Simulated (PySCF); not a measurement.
Si(OH)3(PH2) (H₅O₃PSi), SMILES O[Si](O)(O)P.

Geometry: B3LYP-D3(BJ)/def2-SVP. This is a generated structure with no PubChem entry under its InChIKey; it may be hypothetical. Other conformers were not sampled.

Calculation: PySCF with TDA-B3LYP/def2-SVPD.

Vertical excitations. 

```tsv
state	energy (eV)	λ (nm)	f	main pairs
S1	6.08	204	0.071	HOMO→LUMO 98 %
S2	6.52	190	0.004	HOMO→LUMO+1 90 %
S3	7.13	174	0.100	HOMO→LUMO+2 67 %, HOMO→LUMO+3 18 %
S4	7.25	171	0.052	HOMO−1→LUMO 93 %
S5	7.31	170	0.053	HOMO→LUMO+3 71 %, HOMO→LUMO+2 17 %
S6	7.55	164	0.008	HOMO−2→LUMO 89 %
S7	7.58	164	0.047	HOMO→LUMO+4 85 %
S8	7.79	159	0.093	HOMO→LUMO+5 84 %
S9	7.92	157	0.027	HOMO−3→LUMO 43 %, HOMO−1→LUMO+1 39 %
S10	8.07	154	0.023	HOMO−1→LUMO+1 33 %, HOMO−1→LUMO+2 26 %, HOMO−3→LUMO 26 %
T1	5.74	216	0	HOMO→LUMO+1 69 %, HOMO→LUMO+3 17 %
T2	5.81	213	0	HOMO→LUMO+2 49 %, HOMO→LUMO 30 %, HOMO→LUMO+4 12 %
T3	5.94	209	0	HOMO→LUMO 64 %, HOMO→LUMO+2 24 %
T4	6.89	180	0	HOMO→LUMO+3 44 %, HOMO−1→LUMO+1 19 %, HOMO→LUMO+1 19 %, HOMO→LUMO+6 7 %
```
Triplets are in the Tamm–Dancoff approximation.
